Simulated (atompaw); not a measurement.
Plane-wave convergence, PAW (atompaw) potential for potassium

atompaw 4.2.0.5 input, output lines left out:

```
K 19
GGA-PBESOL scalarrelativistic loggrid 1500 logderivrange -5 5 251
4 4 0 0 0 0
4 0 1
4 1 0
0 0 0
c
c
v
v
c
v
v
2
2.50 1.85 2.05 1.50
n
n
y
0.15
n
custom polynom2 7 10 vanderbiltortho sinc
bessel
2.15
1.75
2.30
2.50
2.50
```

The pseudo-atom Hamiltonian at the reference potential is diagonalised in spherical Bessel functions j_l(qr) that vanish at 20 bohr, with q² up to the cutoff. All-electron valence levels (Ry): 3s -2.5921, 4s -0.1691, 3p -1.3816, 4p -0.0584.

Task: How do the lowest levels (Ry) of each channel move with the cutoff, and are there ghosts?

Result:

```csv
cutoff (Ry),s #1,s #2,s #3,p #1,p #2,p #3,d #1,f #1,f #2,Σ f·Δε (mRy)
8,-2.5890,-0.1666,0.0107,-1.3627,-0.0571,0.0519,0.0156,0.0860,0.2040,121.9
12,-2.5909,-0.1688,0.0101,-1.3783,-0.0578,0.0514,0.0153,0.0860,0.2040,22.1
15,-2.5913,-0.1690,0.0100,-1.3792,-0.0580,0.0513,0.0149,0.0860,0.2040,16.1
21,-2.5920,-0.1691,0.0100,-1.3812,-0.0580,0.0513,0.0147,0.0860,0.2040,2.1
25,-2.5921,-0.1691,0.0100,-1.3815,-0.0581,0.0512,0.0147,0.0860,0.2040,0.4
35,-2.5921,-0.1691,0.0100,-1.3815,-0.0581,0.0512,0.0146,0.0860,0.2040,0.2
400,-2.5921,-0.1691,0.0100,-1.3816,-0.0581,0.0512,0.0146,0.0860,0.2040,0.0
```

Result: no extra level below or beside the all-electron valence levels (s, p, d, f tested); 10 mRy is reached at 18 Ry and 1 mRy at 25 Ry.
